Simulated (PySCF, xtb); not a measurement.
FeI3, SMILES [I][Fe-]([I])[I] (connectivity only; charge and spin as stated), charge -1, multiplicity 5.

Harmonic wavenumbers (cm⁻¹) from GFN2-xTB (xtb 6.7.1) at its own minimum, in rising order: 29, 49, 49, 153, 279, 279.

**Question.** What does PBE0-D3(BJ)/def2-SVPD (PySCF 2.14.0) give at its own minimum? (Estimate from the structure and the level; the computed values follow.)

**Answer.** 43, 43, 78, 127, 248, 248. Paired by order, the mean absolute difference is 23 cm⁻¹ and the zero-point energies are 1.2 and 1.1 kcal/mol.
